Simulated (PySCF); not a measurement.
## Electron correlation in Ge(2+) (germanium, charge +2)

[Ar] 3d10 4s2, closed-shell 1S. Calculation: PySCF 2.14, in x2c-TZVPPall (6s5p4d1f, 48 functions); scalar relativity by spin-free X2C-1e. Frozen: [Ar] 3d10; 2 electrons correlated.

With two correlated electrons CCSD is exact within the correlated space (frozen core and kept virtual orbitals).

```csv
level,correlation energy (mhartree)
CCSD,-38.52
```

Diagnostics: T1 = 0.0036, D1 = 0.0050, largest double amplitude 0.100.

Task: Is a single reference adequate?

Result: Mostly. T1 lies below 0.03, but a double amplitude of this size points to a near-degeneracy that CCSD handles and MP2 describes poorly.
